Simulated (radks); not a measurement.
The numbers below are computed, except where a source is named.
Valence configurations of B2+ (all share [He]). Code: a radial shooting solver on a logarithmic mesh with Libxc functionals. Model: non-relativistic Kohn-Sham, PBE, spin-unpolarised, spherical densities, point nucleus; without spin polarisation the odd electron is poorly described. Energies are relative to 2s1; eigenvalues in eV.

valence      E (eV)    e(2p)    e(2s)
2s1           0.000        -  -31.466
2p1           5.972  -25.071        -
2s0.5 2p0.5   2.987  -25.279  -31.251

NIST lists [He] 2s1 as the ground configuration; this level of theory agrees among the configurations tried. The energies are those of spherical spin-averaged densities, not of single terms.
